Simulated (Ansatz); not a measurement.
Basis-set extrapolation for `CC1=C(F)[SiH]1F` (PBE0-D4/def2-TZVP geometry, frozen core, Ansatz 0.2.0). Multiplicity 1, RHF reference.

```
                      def2-TZVPP   def2-QZVPP
                 HF  -603.882977  -603.906294
    MP2 correlation    -1.086913    -1.175218
CCSD(T) correlation    -1.157731      not run
```

Energies in hartree. Use E(X) = E(∞) + A·exp(−7.88·√X) for Hartree–Fock and E(X) = E(∞) + B·X^(−2.97) for correlation, with X = 3 and 4, and add CCSD(T) minus MP2 of the smaller set to the MP2 limit.

Q: What is the CCSD(T) energy at the basis-set limit?

A: HF limit: -603.906294 + (-0.023317) × 0.13774 = -603.90951. MP2 limit: -1.175218 + (-0.088305) × 0.74074 = -1.24063. Higher-order term: -1.157731 − (-1.086913) = -0.07082. Total: -605.22096 hartree, 113.1 kcal/mol below CCSD(T)/def2-TZVPP.
